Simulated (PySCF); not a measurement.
How methods differ on the excitation energy of In²⁺

In²⁺ [Kr] 4d10 5s1 (2S) → In²⁺ [Kr] 4d10 5p1 (2P), as a difference of total energies. Calculation: PySCF 2.14, in x2c-TZVPPall with one added diffuse shell each of s, p, d, f type (9s7p5d3f, 76 functions); the spin-free X2C one-electron Hamiltonian (Gaussian nucleus). Correlated levels: valence and next inner shell: [Ar] 3d10 frozen. The calculations carry no spin-orbit coupling.

```csv
method,excitation energy (cm⁻¹)
UHF,56867
MP2 (valence and next inner shell),60405
SCS-MP2 (valence and next inner shell),59949
CCSD (valence and next inner shell),59910
CCSD(T) (valence and next inner shell),59962
```
